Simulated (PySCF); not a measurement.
PySCF 2.14 output of an unrestricted HSE06 calculation on a single atom or ion in aug-cc-pwCVTZ-X2C, with the spin-free X2C one-electron Hamiltonian (Gaussian nucleus):

```
SCF conv_tol = 1e-09
number electrons alpha = 11  beta = 9
    J. Heyd, G. E. Scuseria, and M. Ernzerhof.,  J. Chem. Phys. 118, 8207 (2003)
    J. Heyd, G. E. Scuseria, and M. Ernzerhof.,  J. Chem. Phys. 124, 219906 (2006)
    A. V. Krukau, O. A. Vydrov, A. F. Izmaylov, and G. E. Scuseria.,  J. Chem. Phys. 125, 224106 (2006)
cycle= 1 E= -680.238729158636  delta_E= -0.00506  |g|= 0.0387  |ddm|= 0.364
cycle= 2 E= -680.238647559632  delta_E= 8.16e-05  |g|= 0.0427  |ddm|= 0.221
cycle= 3 E= -680.239483478082  delta_E= -0.000836  |g|= 0.001  |ddm|= 0.117
cycle= 4 E= -680.239483779693  delta_E= -3.02e-07  |g|= 0.000217  |ddm|= 0.00489
cycle= 5 E= -680.239483819174  delta_E= -3.95e-08  |g|= 2.19e-05  |ddm|= 0.00101
cycle= 6 E= -680.239483820402  delta_E= -1.23e-09  |g|= 9.71e-06  |ddm|= 0.000218
cycle= 7 E= -680.239483820558  delta_E= -1.56e-10  |g|= 8.56e-07  |ddm|= 6.14e-05
converged SCF energy = -680.239483820558  <S^2> = 2.0004681  2S+1 = 3.0003121
```

The run itself started from symmetry-adapted Hartree-Fock orbitals and held the occupation by maximum overlap, on a logarithmic radial grid, so the iterations belong to that start.

Q: Which element, charge and spin multiplicity is this?

A: Ca (calcium, neutral), multiplicity 3; the state was [Ar] 3d1 4s1, high-spin 3D determinant (an excited configuration).
